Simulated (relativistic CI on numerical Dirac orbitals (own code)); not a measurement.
**Slater and spin-orbit integrals, Mo24+**

Calculated at this level of theory: Dirac-Coulomb-Breit CI, KLI orbitals optimised for each configuration, model QED (radiative potential, 1s self-energy scaled to tabulated hydrogen-like ionisation energies), unscaled Slater integrals (own radial code, finite nucleus).

Slater integrals F^k, G^k are unscaled and averaged over j, outside the closed core [Ne]; ζ comes from projecting the Hamiltonian with its Breit term on Σ l·s of the shell.

- 3s²3p⁵3d: ζ(3p) = 122580, F^2(3p,3d) = 263610, G^1(3p,3d) = 286210, G^3(3p,3d) = 189890, ζ(3d) = 15043 cm⁻¹; <r>(3p) = 0.3781, <r^2>(3p) = 0.1648, <r>(3d) = 0.3398, <r^2>(3d) = 0.1341 (bohr units).
- 3s3p⁶3d: G^2(3s,3d) = 215330, ζ(3d) = 15186 cm⁻¹; <r>(3s) = 0.387, <r^2>(3s) = 0.1705, <r>(3d) = 0.3402, <r^2>(3d) = 0.1344 (bohr units).
- 3s²3p⁵4s: ζ(3p) = 124950, G^1(3p,4s) = 33097 cm⁻¹; <r>(3p) = 0.3748, <r^2>(3p) = 0.1621, <r>(4s) = 0.7511, <r^2>(4s) = 0.6334 (bohr units).

Averages of the first 10 configurations, taken without configuration mixing, which lowers the lowest level and can move excited configurations by several eV; other configurations of the list can lie among them:

| Configuration | Parity | States | Average energy above the lowest level (eV) |
| --- | --- | --- | --- |
| 3s²3p⁶ | even | 1 | 0.3 |
| 3s²3p⁵3d | odd | 60 | 131.0 |
| 3s3p⁶3d | even | 20 | 239.9 |
| 3s²3p⁵4s | odd | 12 | 587.3 |
| 3s²3p⁵4p | even | 36 | 625.6 |
| 3s²3p⁵4d | odd | 60 | 677.9 |
| 3s3p⁶4s | even | 4 | 697.1 |
| 3p⁶3d4p | odd | 60 | 974.6 |
| 3p⁶3d² | even | 45 | 485.0 |
| 3p⁵3d³ | odd | 720 | 614.0 |
